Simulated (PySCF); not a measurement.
A PySCF script (with the pyscf-properties extension) for the NMR shieldings of `C/C(F)=C(/CF)C(C)(C)C`, C8H14F2, on a GFN2-xTB geometry:

```python
import basis_set_exchange as bse
import numpy as np
from pyscf import gto, dft
from pyscf.prop import nmr

atoms = """
C     2.255628   -1.150337   -0.581353
C     1.784936    0.129966    0.024099
F     2.858555    0.910023    0.352318
C     0.567562    0.601752    0.292399
C     0.465888    1.996526    0.862008
F    -0.237292    2.826897    0.012209
C    -0.734097   -0.138544   -0.004196
C    -1.046149    0.007525   -1.500350
C    -1.903681    0.459504    0.790342
C    -0.650977   -1.623457    0.378926
H     2.257616   -1.954334    0.153102
H     3.277837   -1.005190   -0.925778
H     1.641567   -1.442577   -1.426863
H     1.450298    2.453981    0.982401
H    -0.064998    2.009239    1.818943
H    -1.970718   -0.511616   -1.741406
H    -0.248238   -0.407377   -2.110255
H    -1.160569    1.057500   -1.756266
H    -1.738481    0.357841    1.860928
H    -2.065007    1.504765    0.548476
H    -2.815956   -0.077559    0.539661
H    -0.077134   -2.201605   -0.335280
H    -0.204380   -1.739366    1.363748
H    -1.653947   -2.043793    0.409744
"""
names = dict.fromkeys(["C", "F", "H"], "pcSseg-1")
basis = {el: gto.basis.parse(bse.get_basis(n, elements=[el], fmt="nwchem")) for el, n in names.items()}
mol = gto.M(atom=atoms, basis=basis, charge=0, verbose=0)
mf = dft.RKS(mol, xc="PBE0")
mf.grids.level = 2
mf.grids.alignment = dft.numint.BLKSIZE   # the property module wants whole blocks of grid points
mf.conv_tol = 1e-9
mf.kernel()

calc = nmr.RKS(mf)   # GIAO
C = mf.mo_coeff
Co = C[:, mf.mo_occ > 0]
resp = mf.gen_response(singlet=True, hermi=2)
def vind(x):   # induced exchange potential for any number of trial vectors
    d = np.einsum("pi,xij,qj->xpq", C, 2 * x.reshape(-1, C.shape[1], Co.shape[1]), Co, optimize=True)
    return np.einsum("xpq,pi,qj->xij", resp(d - d.transpose(0, 2, 1)), C, Co, optimize=True).ravel()
mo1, _ = nmr.rhf.solve_mo1(calc, with_cphf=vind)
sigma = calc.kernel(mo1)
for i, s in enumerate(sigma):   # ppm
    print("%2d %-2s %9.2f" % (i, mol.atom_pure_symbol(i), np.trace(s) / 3))
```

Problem. Give the expected output.

Solution. 
```
 0 C     165.70
 1 C      19.79
 2 F     253.00
 3 C      56.57
 4 C     105.99
 5 F     414.87
 6 C     153.59
 7 C     156.03
 8 C     156.04
 9 C     153.90
10 H      29.34
11 H      29.62
12 H      29.35
13 H      25.67
14 H      26.65
15 H      30.84
16 H      30.45
17 H      30.19
18 H      30.42
19 H      29.69
20 H      30.94
21 H      30.20
22 H      30.55
23 H      30.74
```

These numbers come from an equivalent density-fitted implementation of the same equations, which agrees with the script to about 0.01 ppm for H and up to a few tenths of a ppm for heavy atoms, so last digits may differ.

Problem. Turn these shieldings into chemical shifts. Shifts are taken against calculated references (same method and geometry level): $^{13}$C (186.93 ppm) and $^{1}$H (31.72 ppm) against TMS; $^{19}$F (170.95 ppm) vs CFCl3.

Solution. Averaging equivalent atoms: C 1: 167.1; C 3: 130.4; C 4: 80.9; C 6: 33.3; C 7/8/9: 31.6; C 0: 21.2; F 2: -82.0; F 5: -243.9; H 13/14: 5.56; H 10/11/12: 2.28; H 15/16/17/18/19/20/21/22/23: 1.27 ppm. Unscaled 19F shifts against computed CFCl3 carry errors that often reach 10 to 50 ppm.

Size and cost of the density-fitted run: 240 basis functions, 120 s wall time on 1 thread of an Arm Neoverse N1, shared host; peak memory 1.1 GiB.
